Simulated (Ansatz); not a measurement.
Compare A (`C[Si@H](O)O[Si@@H](O)F`) with its isomer B (`CO[SiH2]O[SiH](O)F`).

Computed with Ansatz on PBE0-D4/def2-TZVP structures; ΔE is electronic, products minus reactants. CCSD(T)/CBS adds triple-zeta CCSD(T) − MP2 to the extrapolated MP2 energy (def2 sets, frozen cores). DFT in def2-TZVPP. B3LYP here is the variant with VWN-RPA as its local correlation; programs differ in this. One conformer a species, not always the lowest.

Task: Which is lower in electronic energy at CCSD(T)/CBS, and by how much? (Best estimate.)

Result: The calculation gave: A, by 26.3 kcal/mol.

Task: Give E(B) − E(A) in kcal/mol with HF/def2-TZVPP, B3LYP, PBE-D4, ωB97M-V, PBE0-D4, CCSD/def2-TZVPP, CCSD(T)/def2-TZVPP. (Estimate.)

Result: Ansatz gave: HF/def2-TZVPP 22.0, B3LYP 24.2, PBE-D4 26.3, ωB97M-V 26.6, PBE0-D4 26.5, CCSD/def2-TZVPP 25.3, CCSD(T)/def2-TZVPP 25.7. None reverses the order clearly.

Largest T1 diagnostic: 0.012.

In def2-TZVPP, CCSD(T) changes the Hartree–Fock value by +3.7 kcal/mol (the triples alone add +0.3 kcal/mol) and MP2 by +5.1 kcal/mol.
